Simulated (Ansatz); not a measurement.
Consider the cleavage of the Si–B bond: `O[SiH2]B(O)F` + `O[SiH2]S` → `O[SiH2]O[SiH2]S` + `OBF`.

Computed with Ansatz on PBE0-D4/def2-TZVP structures; ΔE is electronic, products minus reactants. CCSD(T)/CBS adds triple-zeta CCSD(T) − MP2 to the extrapolated MP2 energy (def2 sets, frozen cores). This one scheme is used for every species. Functionals use def2-TZVPP. Each species was taken in one conformer, which may not be the lowest.

`O[SiH2]B(O)F`:

Cartesian coordinates in Å:
```
O 1.567 1.345 0.614
Si 0.220 1.000 -0.281
B -0.457 -0.878 0.120
O -1.676 -1.288 -0.278
F 0.330 -1.742 0.779
H 2.186 0.630 0.764
H -0.790 2.029 0.067
H 0.495 1.106 -1.744
H -1.874 -2.202 -0.042
```

`O[SiH2]S`:

Z-matrix (Å, degrees):
```
Si
S 1 2.133
O 1 1.642 2 113.5
H 1 1.478 2 111.7 3 117.8
H 1 1.484 2 102.9 3 -122.0
H 2 1.344 1 94.6 3 -65.2
H 3 0.959 1 117.2 2 -51.2
```

`O[SiH2]O[SiH2]S`:

Z-matrix (Å, degrees):
```
Si
O 1 1.643
O 1 1.636 2 111.6
H 1 1.475 2 108.1 3 116.7
H 1 1.485 2 107.5 3 -122.1
Si 2 1.629 1 139.3 3 52.1
H 3 0.961 1 116.3 2 -59.0
S 6 2.143 2 112.1 1 -28.4
H 6 1.481 2 110.8 1 87.3
H 6 1.479 2 108.0 1 -149.7
H 8 1.344 6 94.4 2 -73.1
```

`OBF`:

```xyz
5

O    -0.362    0.073    0.934
B    -0.029   -0.247   -0.329
F     0.816    0.519   -1.015
H     0.065    0.876    1.251
H    -0.490   -1.220   -0.840
```

```json
{"level": "r2SCAN-D4", "ΔE (eV)": "-1.64"}
{"level": "PBE0-D4", "ΔE (eV)": "-1.55"}
{"level": "CAM-B3LYP-D4", "ΔE (eV)": "-1.73"}
{"level": "ωB97X-V", "ΔE (eV)": "-1.63"}
{"level": "HF/def2-SVP", "ΔE (eV)": "-1.81"}
{"level": "CCSD/def2-SVP", "ΔE (eV)": "-1.69"}
{"level": "HF/def2-TZVPP", "ΔE (eV)": "-1.86"}
{"level": "CCSD/def2-TZVPP", "ΔE (eV)": "-1.70"}
```

(1) What does CCSD(T)/CBS give? (Estimate.)

Largest T1 diagnostic among the species: 0.013.

Answers

(1) Ansatz gave: -1.69 eV. The listed levels differ from it by 0.05, 0.14, -0.04, 0.06, -0.12, 0.00, -0.17, -0.01 eV.

The D4 term adds −0.08 eV with B3LYP and −0.05 eV with PBE0; it sums over pairs of atoms, weighted by their polarisabilities, and B3LYP, whose exchange is more repulsive, gets the larger term. Leaving LDA and LC-ωPBE aside and taking each functional with its dispersion term where it has one, the values, not all of them listed here, spread over 0.37 eV, from BHLYP-D4 to PBE-D4. LDA lies −0.09 eV from PBE without D4.

B3LYP here is the variant with VWN-RPA as its local correlation; programs differ in this.
